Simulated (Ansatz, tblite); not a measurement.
Cost and result up the ladder for GeH2Me(OMe) (C₂H₈GeO) (12 atoms). Charge 0, multiplicity 1. Geometry: PBE-D4/def2-SVP.

```xyz
12

Ge   -0.133   -0.728   -0.195
H     1.156   -1.437   -0.720
H    -0.733   -1.551    0.988
C    -1.431   -0.385   -1.610
H    -1.763   -1.337   -2.069
H    -0.973    0.249   -2.393
H    -2.312    0.140   -1.194
O     0.323    0.910    0.419
C     1.263    1.001    1.466
H     0.926    0.490    2.402
H     1.416    2.074    1.710
H     2.261    0.574    1.196
```

Ansatz on 4 threads of Arm Neoverse V1 on a shared host; xTB runs through tblite on one thread. Times are rough, summed over both states, and most runs start from the orbitals of an earlier one. PBE0-D4/def2-TZVP serves as the yardstick here, not as an exact answer. The other state is a doublet.

The xTB rows come from tblite.

Raw xTB energies of ions are shifted by several eV.

```
                            level  functions  wall time  vertical IE (eV)  difference from PBE0-D4/def2-TZVP (eV)
                         GFN2-xTB         29    0.009 s             14.07                                    4.37
                         GFN1-xTB         37    0.013 s             14.95                                    5.25
                 PBE-D4/def2-TZVP        189      5.6 s              9.44                                   -0.26
                PBE0-D4/def2-TZVP        189      8.5 s              9.70                                    0.00
r2SCAN-D4/def2-TZVP (with forces)        189       11 s              9.54                                   -0.16
```
